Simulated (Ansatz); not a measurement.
CH5BOSi, one more setting.

```yaml
crystal:
  periodic: [false, false, false]
  atoms:
    - {symbol: O, position_ang: [0.091994, 1.563061, -1.610778]}
    - {symbol: C, position_ang: [-0.108514, 0.726138, -0.590537]}
    - {symbol: B, position_ang: [0.751232, -0.447361, -0.310052]}
    - {symbol: Si, position_ang: [0.001104, -1.242141, 1.208284]}
    - {symbol: H, position_ang: [-0.573027, 2.259205, -1.622849]}
    - {symbol: H, position_ang: [-0.972953, 0.986518, 0.025290]}
    - {symbol: H, position_ang: [1.703569, -0.778113, -0.944680]}
    - {symbol: H, position_ang: [0.402520, -2.454431, 1.973480]}
    - {symbol: H, position_ang: [-1.207324, -0.659075, 1.854542]}
basis:
  gaussian: {orbitals: def2-TZVP}
magnetization: {spin_polarized: true, initial_magnetization: 0}
hamiltonian: {xc: {name: BHLYP}, dispersion: d3bjatm}
```

```sh
$ ansatz run in.yaml --threads 2 --pin off --events-out ev --progress --plain --max-ram 4352MiB
```

Output, abridged:

```
Functional definition: BHLYP
1105 factors; their error is unknown
mean field evaluation 1: about -11710.6410 eV, gradient 3.4e1 eV
mean field evaluation 2: about -11703.3007 eV, gradient 4.9e1 eV
mean field evaluation 4: about -11716.5832 eV, gradient 2.9e0 eV
mean field evaluation 8: about -11716.6301 eV, gradient 7.5e-2 eV
mean field evaluation 16: about -11716.7171 eV, gradient 7.5e-5 eV
mean field -11716.72010543 eV, -430.5815219964 hartree, gradient 2.5e-6 eV, S^2 0.088780; 3 other end points of the search recorded, 0 dependent functions left out
reference -11716.72028244 eV, -430.5815285014 hartree; 19, 19 occupied and 141, 141 virtual orbitals, 1105 factors
Total energy: -11716.96993371 eV, -430.5907030164 hartree
```

Hardware: 2 threads of an Arm Neoverse V2 on a shared host. Wall time 13 s, peak host memory 0.55 GiB.
